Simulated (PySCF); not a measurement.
# Electron correlation in Xe²⁺ (xenon, charge +2)

[Kr] 4d10 5s2 5p4, high-spin 3P determinant. Computed with PySCF 2.14 in aug-cc-pVTZ-PP with ECP28MDF, with a scalar-relativistic core potential. Frozen: 4s2 4p6 4d10; 6 electrons correlated.

MP2 pair energies summed by pair of shells (mhartree):

| pair | energy | share (%) |
| --- | --- | --- |
| 5p-5p | -42.79 | 46.6 |
| 5s-5p | -42.25 | 46.0 |
| 5s-5s | -6.82 | 7.4 |

Total MP2 correlation energy: -91.86 mhartree.

Same-spin part -20.31 and opposite-spin part -71.54 mhartree; SCS-MP2 scales them by 1/3 and 6/5 to -92.62 mhartree.
